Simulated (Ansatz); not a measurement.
Ideal-gas functions of `[SiH3]OB(S)Cl` at 600 K and 1 bar, from an Ansatz frequency run at PBE0-D4/def2-TZVP.

Molar mass 126.45 g/mol, point group C1 (symmetry number 1), electronic degeneracy 1, moments of inertia 156.059, 335.733, 485.818 u Å². Harmonic wavenumbers (cm⁻¹, unscaled): 21, 79, 99, 238, 317, 353, 476, 517, 724, 727, 770, 881, 950, 954, 965, 996, 1392, 2240, 2258, 2263, 2735.

Use S(trans) = R[1.5 ln M + 2.5 ln T − 1.1517]; rotational temperatures θ = 24.2544 K / I; S(rot) = R[ln(√π/σ · √(T³/θAθBθC)) + 1.5]; for each mode x = 1.438777 ν̃/T, S = R[x/(eˣ − 1) − ln(1 − e⁻ˣ)] and H = RT x/(eˣ − 1); 1 cm⁻¹ = 0.0119627 kJ/mol; R = 8.31446 J/(mol·K).

Task: By hand: the entropy, in J/(mol·K).

Result: Translation 183.8. Rotation: θ = 0.1554, 0.0722, 0.0499 K, giving 128.1. Vibration, mode by mode: 33.16, 22.16, 20.29, 13.09, 10.79, 9.94, 7.65, 7.04, 4.70, 4.67, 4.30, 3.49, 3.06, 3.04, 2.98, 2.81, 1.32, 0.25, 0.24, 0.24, 0.09, in all 155.3. Electronic 0.0. Sum 467.2 J/(mol·K).

Task: By hand: H − E and G − E in kJ/mol, counted from the electronic energy.

Result: Zero-point energy ½ × 19955 × 0.0119627 = 119.4; thermal vibration 42.2; translation, rotation and pV give 4 RT = 20.0. H − E = 181.6 kJ/mol, and G − E = 181.6 − 600 × 467.2/1000 = -98.7 kJ/mol.

Vibration gives 33 % of the entropy, 75.6 J/(mol·K) of it from the modes under 150 cm⁻¹: soft modes count most, and the harmonic formula is weakest for them. The sum counts one conformer and one mirror image; others add a mixing term.
